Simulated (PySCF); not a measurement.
Relaxation of singlet PdI₂

Method: PySCF, B3LYP, basis Pd def2-SVP with ECP28, I def2-SVP with ECP28 (scalar-relativistic core potentials, no spin–orbit coupling, density fitting). A (50,194) grid was used.

A start displaced from a saddle point along its imaginary mode, of C2v symmetry, held to at least that symmetry:

```xyz
3
charge 0 multiplicity 1, angstrom
Pd    0.1377    0.2087    0.0000
I    -0.0575   -0.0871    2.5327
I    -0.0575   -0.0871   -2.5327
```

What does it relax to?

It ends at C2v with Pd–I 2.524 Å (×2); I–Pd–I 94.1° (after a last refinement on a finer grid). The frequency run here used a shortcut that can spoil soft modes, so no verdict on minimum or saddle point is given.

How much energy is released, and in how many steps?

68.1 kJ/mol in 11 steps.

The relaxation took about 80 core-seconds on a shared host.
